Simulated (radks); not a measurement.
Coulomb parameter of the 4f shell of neutral dysprosium in the model configuration [Xe] 4f9 6s2 6p1, as a second difference U = [E(n + 0.5) + E(n - 0.5) - 2 E(n)] / (0.5)^2 with all orbitals relaxed. "Bare": the charge of the atom changes with n. "Screened": the 6p shell takes up the change at fixed total charge, which measures U(4f,4f) + U(6p,6p) - 2 U(4f,6p). Method: Dirac Kohn-Sham, PBE, spin-unpolarised, spherical densities, point nucleus; open shells are shared between the two j in proportion to 2j + 1; computed with a radial shooting solver on a logarithmic mesh with Libxc functionals.

| case | configuration | E - E(n) (eV) |
|---|---|---|
| start | [Xe] 4f9 6s2 6p1 | 0.000 |
| bare +0.5 | [Xe] 4f9.5 6s2 6p1 | -4.408 |
| bare -0.5 | [Xe] 4f8.5 6s2 6p1 | 8.126 |
| screened +0.5 | [Xe] 4f9.5 6s2 6p0.5 | -3.970 |
| screened -0.5 | [Xe] 4f8.5 6s2 6p1.5 | 6.249 |

U(bare) = 14.873 eV, U(screened by 6p) = 9.119 eV, against the Slater integral F0(4f,4f) = 31.098 eV with frozen orbitals. The step up makes a negative ion, whose loosely bound charge lowers the bare value.
